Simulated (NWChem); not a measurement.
System: GaNH4O2; SMILES [NH2][Ga]([OH])[OH]

The following NWChem deck was run.

```
start job
memory heap 200 mb stack 900 mb global 1100 mb
geometry units angstroms
  Ga     0.014965    -0.013846     0.002285
  O     -1.347380    -1.012414    -0.436718
  H     -1.570692    -1.821605     0.016826
  O      0.134669     1.503229    -0.838272
  H     -0.563444     1.718820    -1.456879
  N      1.208265    -0.403254     1.350804
  H      2.000675     0.228978     1.364839
  H      1.557610    -1.355547     1.384293
end
basis spherical
  * library 6-31g*
end
dft
  xc b3lyp
  iterations 150
end
driver
  maxiter 120
end
task dft optimize
task dft freq
```

NWChem printed, in part:

```
             Northwest Computational Chemistry Package (NWChem) 7.3.0
             --------------------------------------------------------

 C1  symmetry detected

                             Geometry "geometry" -> ""
                             -------------------------

 Output coordinates in angstroms (scale by  1.889725989 to convert to a.u.)

  No.       Tag          Charge          X              Y              Z
 ---- ---------------- ---------- -------------- -------------- --------------
    1 Ga                  31.0000    -0.00014159    -0.00250646     0.01010612
    2 O                    8.0000    -1.30361523    -1.16272521    -0.01624781
    3 H                    1.0000    -2.22162824    -0.91651593    -0.09987548
    4 O                    8.0000     1.60295251    -0.67487967    -0.00952144
    5 H                    1.0000     1.67902590    -1.62718789    -0.07147105
    6 N                    7.0000    -0.22144878     1.82439160    -0.07692007
    7 H                    1.0000     0.64264455     2.32988274     0.08323399
    8 H                    1.0000    -0.94020973     2.22161927     0.51941732

 Effective nuclear repulsion energy (a.u.)     297.0604150097

                                Z-matrix (autoz)
                                --------

 Units are Angstrom for bonds and degrees for angles

      Type          Name      I     J     K     L     M      Value
      ----------- --------  ----- ----- ----- ----- ----- ----------
    1 Stretch                  1     2                       1.74524
    2 Stretch                  1     4                       1.73850
    3 Stretch                  1     6                       1.84231
    4 Stretch                  2     3                       0.95413
    5 Stretch                  4     5                       0.95735
    6 Stretch                  6     7                       1.01382
    7 Stretch                  6     8                       1.01490
    8 Bend                     1     2     3               123.25606
    9 Bend                     1     4     5               117.30472
   10 Bend                     1     6     7               112.61790
   11 Bend                     1     6     8               116.45139
   12 Bend                     2     1     4               115.55784
   13 Bend                     2     1     6               124.66653
   14 Bend                     4     1     6               119.58767
   15 Bend                     7     6     8               108.39977
   16 Torsion                  2     1     4     5           2.57311
   17 Torsion                  2     1     6     7         171.91552
   18 Torsion                  2     1     6     8          45.81468
   19 Torsion                  3     2     1     4        -173.42219
   20 Torsion                  3     2     1     6           1.55437
   21 Torsion                  4     1     6     7         -13.29646
   22 Torsion                  4     1     6     8        -139.39730
   23 Torsion                  5     4     1     6        -172.67632

                           NWChem Geometry Optimization
                           ----------------------------

 maximum gradient threshold         (gmax) =   0.000450
 rms gradient threshold             (grms) =   0.000300
 maximum cartesian step threshold   (xmax) =   0.001800
 rms cartesian step threshold       (xrms) =   0.001200
 fixed trust radius                (trust) =   0.300000
 source of zmatrix                         =   autoz

          -------------------
          Energy Minimization
          -------------------

 Using diagonal initial Hessian
 Scaling for Hessian diagonals: bonds = 1.00  angles = 0.25  torsions = 0.10

          --------
          Step   0

                                 NWChem DFT Module
                                 -----------------

[...]

      ----------------------
      Optimization converged
      ----------------------

  Step       Energy      Delta E   Gmax     Grms     Xrms     Xmax
  ---- ---------------- -------- -------- -------- -------- --------
@   12   -2132.27971509 -1.0D-07  0.00004  0.00002  0.00053  0.00127
                                     ok       ok       ok       ok

                                Z-matrix (autoz)
                                --------

 Units are Angstrom for bonds and degrees for angles

      Type          Name      I     J     K     L     M      Value     Gradient
      ----------- --------  ----- ----- ----- ----- ----- ---------- ----------
    1 Stretch                  1     2                       1.80582    0.00001
    2 Stretch                  1     4                       1.79822   -0.00000
    3 Stretch                  1     6                       1.83867   -0.00004
    4 Stretch                  2     3                       0.96941    0.00002
    5 Stretch                  4     5                       0.97016    0.00001
    6 Stretch                  6     7                       1.01558   -0.00003
    7 Stretch                  6     8                       1.01464   -0.00000
    8 Bend                     1     2     3               111.50756    0.00001
    9 Bend                     1     4     5               109.73775   -0.00000
   10 Bend                     1     6     7               114.21593   -0.00002
   11 Bend                     1     6     8               116.90028    0.00001
   12 Bend                     2     1     4               115.77677    0.00000
   13 Bend                     2     1     6               124.82322    0.00001
   14 Bend                     4     1     6               119.19953   -0.00001
   15 Bend                     7     6     8               109.52697    0.00001
   16 Torsion                  2     1     4     5           2.80805    0.00002
   17 Torsion                  2     1     6     7         166.49556    0.00001
   18 Torsion                  2     1     6     8          36.76753   -0.00001
   19 Torsion                  3     2     1     4        -169.80001    0.00001
   20 Torsion                  3     2     1     6           4.99234    0.00002
   21 Torsion                  4     1     6     7         -18.87704    0.00002
   22 Torsion                  4     1     6     8        -148.60507    0.00000
   23 Torsion                  5     4     1     6        -172.29534    0.00001

                         Geometry "geometry" -> "geometry"
                         ---------------------------------

 Output coordinates in angstroms (scale by  1.889725989 to convert to a.u.)

[...]

 Rotational Constants
 --------------------
 A=   0.202809 cm-1  (  0.291790 K)
 B=   0.184455 cm-1  (  0.265384 K)
 C=   0.096956 cm-1  (  0.139495 K)

 Temperature                      =   298.15K
 frequency scaling parameter      =   1.0000

 Zero-Point correction to Energy  =   32.546 kcal/mol  (  0.051865 au)
 Thermal correction to Energy     =   36.810 kcal/mol  (  0.058661 au)
 Thermal correction to Enthalpy   =   37.402 kcal/mol  (  0.059604 au)

 Total Entropy                    =   79.922 cal/mol-K
   - Translational                =   40.217 cal/mol-K (mol. weight = 118.9499)
   - Rotational                   =   25.589 cal/mol-K (symmetry #  =        1)
   - Vibrational                  =   14.116 cal/mol-K

 Cv (constant volume heat capacity) =   22.334 cal/mol-K
   - Translational                  =    2.979 cal/mol-K
   - Rotational                     =    2.979 cal/mol-K
   - Vibrational                    =   16.376 cal/mol-K

[normal modes left out]

 ----------------------------------------------------------------------------
 Normal Eigenvalue ||           Projected Infra Red Intensities
  Mode   [cm**-1]  || [atomic units] [(debye/angs)**2] [(KM/mol)] [arbitrary]
 ------ ---------- || -------------- ----------------- ---------- -----------
    1       -0.000 ||    0.001114           0.026         1.086       0.253
    2       -0.000 ||    0.000782           0.018         0.762       0.177
    3       -0.000 ||    0.001417           0.033         1.381       0.321
    4       -0.000 ||    0.000222           0.005         0.217       0.050
    5        0.000 ||    0.000009           0.000         0.009       0.002
    6        0.000 ||    0.000216           0.005         0.211       0.049
    7      164.009 ||    0.010806           0.249        10.534       2.451
    8      179.180 ||    0.029845           0.689        29.095       6.768
    9      190.220 ||    0.008289           0.191         8.081       1.880
   10      212.792 ||    0.085615           1.975        83.462      19.416
   11      282.653 ||    0.070473           1.626        68.700      15.982
   12      329.524 ||    0.123571           2.851       120.463      28.024
   13      457.325 ||    0.192938           4.451       188.086      43.755
   14      632.504 ||    0.012486           0.288        12.172       2.832
   15      697.629 ||    0.085668           1.976        83.513      19.428
   16      710.588 ||    0.058492           1.349        57.021      13.265
   17      815.823 ||    0.045890           1.059        44.736      10.407
   18      886.628 ||    0.063173           1.457        61.584      14.326
   19      911.239 ||    0.143472           3.310       139.864      32.537
   20     1606.724 ||    0.024447           0.564        23.832       5.544
   21     3530.377 ||    0.011414           0.263        11.127       2.588
   22     3630.652 ||    0.012976           0.299        12.650       2.943
   23     3766.796 ||    0.043069           0.994        41.986       9.767
   24     3772.469 ||    0.031900           0.736        31.097       7.234
 ----------------------------------------------------------------------------
```

Level: B3LYP/6-31G* (spherical d).
